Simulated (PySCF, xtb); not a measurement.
B(F)(OH)(OSiH3) (BFH4O2Si), SMILES FB(O)O[SiH3].

GFN2-xTB (xtb) at its own geometry gives an orbital gap of 6.46 eV and a dipole moment of 1.48 D.

Geometry: B3LYP-D3(BJ)/def2-SVP. This is a generated structure with no PubChem entry under its InChIKey; it may be hypothetical. The values are those of a single conformer.

**Question.** What does PBE0/def2-TZVP (PySCF) give? (Estimate from the structure and the level; the computed values follow.)

**Answer.** gap 9.23 eV (levels -9.25 and -0.01 eV), dipole 1.32 D.
